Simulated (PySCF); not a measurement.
Compound: C₄H₆ClF₃O.
SMILES: `C(COCC(F)(F)F)Cl`

Torsions of this conformer, `[F:1][C:2]([F:3])([F:4])[CH2:5][O:6][CH2:7][CH2:8][Cl:9]`: F1–C2–C5–O6 -164°, C2–C5–O6–C7 -72°, C5–O6–C7–C8 -168°, O6–C7–C8–Cl9 177°.

The closed-shell ground state was solved at several levels (PySCF, density fitting, gas phase, non-relativistic). One conformer (not necessarily the lowest) at the GFN2-xTB geometry, without solvent, vibrations or thermal averaging.

```tsv
level	basis functions	total energy (Eh)	HOMO (eV)	LUMO (eV)	gap (eV)	dipole (D)
CAM-B3LYP/def2-SVPD	247	-990.3271	-10.01	1.01	11.02	2.10
PBE0/def2-SVPD	247	-989.7926	-8.54	0.20	8.74	2.06
```

(1) What might PBE0/pcSseg-1 (190 basis functions) give for the same quantities?

(2) Over all these levels, which gives the widest orbital gap and which the narrowest?

(3) How far do the dipole and the HOMO energy spread over the levels?

Results:

(1) Total energy -990.2266 Eh, HOMO -8.45 eV, LUMO 0.60 eV, gap 9.05 eV, dipole 2.04 D.

(2) CAM-B3LYP/def2-SVPD (range-separated hybrid) has the widest, 11.02 eV, and PBE0/def2-SVPD (global hybrid, 25 % exact exchange) the narrowest, 8.74 eV. The two share the basis. From the narrowest to the widest the HOMO moves by -1.47 eV and the LUMO by +0.81 eV.

(3) The dipole runs from 2.04 to 2.10 D (mean 2.07 D) and the HOMO from -10.01 to -8.45 eV.
